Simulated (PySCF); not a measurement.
Job file and geometry (Å, from GFN2-xTB) of an NMR shielding run on `CC(=S)C1=C[Si@H](Cl)C=CC1`, C$_{7}$H$_{9}$ClSSi, GIAO PBE0/pcSseg-1 NMR shielding, non-relativistic, gas phase in PySCF; density fitting, a coarse starting grid and PySCF grid level 2 are the driver's defaults:

```
$ OMP_NUM_THREADS=1 python probes_run.py task.json out

{"job": {"kind": "nmr", "xc": "PBE0", "basis": "pcSseg-1"}, "charge": 0, "multiplicity": 1}
C      2.856064    -0.038861     0.544900
C      1.859338    -0.172078    -0.559999
S      2.399635    -0.496395    -2.074324
C      0.442044     0.021401    -0.286213
C      0.025319     0.567881     0.870809
Si    -1.790166     0.874413     1.225168
Cl    -2.202038     0.422077     3.156404
C     -2.579958    -0.325197     0.029159
C     -1.893334    -0.762520    -1.020398
C     -0.503321    -0.358301    -1.394995
H      2.909262     0.994395     0.889569
H      2.581341    -0.666646     1.391877
H      3.840313    -0.329735     0.186934
H      0.757700     0.823366     1.622636
H     -2.159097     2.274346     0.997585
H     -3.584423    -0.692830     0.185160
H     -2.347180    -1.457974    -1.717107
H     -0.047632    -1.164562    -1.975016
H     -0.573671     0.496471    -2.079610
```

Task: Write the output of this run.

Result: 
```
coarse grid: 18056 points
cycle   1  E = -1419.1068985672  dE =  1.435e+00  |g| = 4.947e-01  |ddm| = 4.417e+00
cycle   2  E = -1419.0693017408  dE =  3.760e-02  |g| = 6.428e-01  |ddm| = 1.223e+00
cycle   3  E = -1419.1669657058  dE = -9.766e-02  |g| = 1.785e-01  |ddm| = 8.717e-01
cycle   4  E = -1419.1751280296  dE = -8.162e-03  |g| = 4.967e-02  |ddm| = 2.939e-01
cycle   5  E = -1419.1757991478  dE = -6.711e-04  |g| = 1.282e-02  |ddm| = 9.523e-02
cycle   6  E = -1419.1758418741  dE = -4.273e-05  |g| = 4.967e-03  |ddm| = 2.200e-02
cycle   7  E = -1419.1758475823  dE = -5.708e-06  |g| = 2.159e-03  |ddm| = 7.125e-03
final grid: 162224 points
cycle   8  E = -1419.2372760388  dE = -4.437e-05  |g| = 1.101e-02  |ddm| = 4.482e-02
cycle   9  E = -1419.2372085510  dE =  6.749e-05  |g| = 1.879e-02  |ddm| = 3.569e-02
cycle  10  E = -1419.2373049208  dE = -9.637e-05  |g| = 3.324e-03  |ddm| = 2.771e-02
cycle  11  E = -1419.2373078421  dE = -2.921e-06  |g| = 4.939e-04  |ddm| = 4.387e-03
cycle  12  E = -1419.2373078896  dE = -4.751e-08  |g| = 2.016e-04  |ddm| = 6.560e-04
cycle  13  E = -1419.2373078989  dE = -9.368e-09  |g| = 7.064e-05  |ddm| = 2.554e-04
cycle  14  E = -1419.2373079003  dE = -1.333e-09  |g| = 2.237e-05  |ddm| = 1.106e-04
cycle  15  E = -1419.2373079004  dE = -1.291e-10  |g| = 5.391e-06  |ddm| = 3.012e-05
converged SCF energy = -1419.2373079004

GIAO shielding tensors (ppm)
atom      isotropic    diamagn.    paramagn.     s11        s22        s33       span
  0 C      147.574     248.223    -100.649    129.952    130.746    182.024     52.073
  1 C      -72.347     258.230    -330.577   -237.266   -116.355    136.580    373.846
  2 S     -607.507    1057.458   -1664.965  -2118.112   -342.450    638.040   2756.152
  3 C       26.977     260.416    -233.439    -88.132     18.932    150.132    238.264
  4 C       51.924     261.873    -209.949    -39.030     26.073    168.728    207.759
  5 Si     377.801     879.717    -501.916    343.333    372.513    417.558     74.224
  6 Cl     965.546    1147.763    -182.217    925.079    968.638   1002.920     77.841
  7 C       58.692     261.690    -202.998    -51.970     56.118    171.929    223.898
  8 C       27.407     253.399    -225.992    -99.689     22.383    159.526    259.215
  9 C      148.305     249.519    -101.214    129.658    153.971    161.287     31.629
 10 H       28.345      29.234      -0.890     24.105     28.824     32.105      8.000
 11 H       28.538      30.167      -1.628     24.285     29.392     31.939      7.654
 12 H       28.227      28.696      -0.468     23.698     28.981     32.003      8.306
 13 H       24.519      34.762     -10.244     21.481     23.043     29.032      7.551
 14 H       26.070      27.875      -1.804     21.883     24.661     31.667      9.784
 15 H       25.472      28.290      -2.817     23.862     24.577     27.978      4.116
 16 H       24.303      29.476      -5.173     21.274     24.001     27.634      6.360
 17 H       27.324      31.870      -4.547     20.699     28.745     32.527     11.829
 18 H       28.935      30.036      -1.101     24.655     27.388     34.762     10.107
```

Task: Turn these shieldings into chemical shifts. Chemical shifts δ = σref − σ; $^{13}$C (σ = 186.93 ppm), $^{29}$Si (σ = 349.16 ppm), $^{1}$H (σ = 31.72 ppm) against TMS; $^{33}$S (σ = 503.73 ppm) against CS2; $^{35}$Cl (σ = 949.78 ppm) against HCl, all at this level.

Result: Averaging equivalent atoms: C 1: 259.3; C 3: 159.9; C 8: 159.5; C 4: 135.0; C 7: 128.2; C 0: 39.4; C 9: 38.6; S 2: 1111; Si 5: -28.6; Cl 6: -16; H 16: 7.41; H 13: 7.20; H 15: 6.24; H 14: 5.65; H 17: 4.39; H 10/11/12: 3.35; H 18: 2.78 ppm. 

Size and cost of the density-fitted run: 236 basis functions, 86 s wall time on 1 thread of an Arm Neoverse V1, shared host; peak memory 1 GiB.
